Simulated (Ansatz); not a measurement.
Species: BGeH$_{4}$, charge 0, doublet. BGeH4 (SMILES [BH2][GeH2], doublet).
B3LYP-D3(BJ)/def2-TZVP minimum from Ansatz (a quantum-chemistry and plane-wave program):
```xyz
6

B     -1.5556    -0.3553    -0.4514
Ge     0.3031     0.0692     0.0880
H      1.5324    -0.0076    -0.8322
H      0.7365     0.5258     1.4906
H     -2.4240    -0.2579     0.3527
H     -1.7658    -0.6990    -1.5685
```
Charge 0, spin multiplicity 2.

Atomisation energy term by term, kcal/mol (programs: Ansatz). Open shells are spin-unrestricted; no spin-orbit coupling. Correlated methods leave the cores frozen (noble-gas shells, and filled d and f shells in the p block). No relativity. CBS(X,Y): correlation extrapolated as X^-3, Hartree-Fock from the larger set. A bracket is a step between two methods taken in the basis named. Where a partner has so few electrons that a lower coupled-cluster level is exact, that level stands in.

```tsv
term	basis	kcal/mol
Hartree-Fock	cc-pVQZ	299.18
CCSD correlation	CBS(cc-pVTZ,cc-pVQZ)	79.95
(T)	CBS(cc-pVTZ,cc-pVQZ)	3.42
CCSDT(Q) - CCSD(T)	cc-pVTZ	0.33
sum: De		382.9
```

The step beyond CCSD(T) by other levels: CCSDT(Q) in cc-pVDZ 0.40 kcal/mol.
